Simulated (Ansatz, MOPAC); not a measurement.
Species: SrOH, charge 0, multiplicity 2. SMILES: [Sr][OH]

Atoms: Sr1, O2, H3. Bonds: Sr1-O2, O2-H3.

Bond lengths (Å) and angles (degrees) optimised at AM1 with MOPAC; PM3 with MOPAC; HF/STO-3G with Ansatz (a quantum-chemistry and plane-wave program), each started from the B3LYP-D3(BJ)/def2-TZVP structure (Ansatz) of the last column. A row stands for all coordinates that are equal there. No wavenumbers were computed at HF/STO-3G, so these may be saddle points.

```csv
coordinate,AM1,PM3,HF/STO-3G,B3LYP-D3(BJ)/def2-TZVP
Sr1-O2,2.061,2.113,2.216,2.118
O2-H3,0.980,0.975,0.986,0.956
Sr1-O2-H3,180.0,180.0,180.0,180.0
```

Mean signed difference of all 2 bond lengths from B3LYP-D3(BJ)/def2-TZVP: AM1 -0.017 Å, PM3 0.007 Å, HF/STO-3G 0.064 Å.
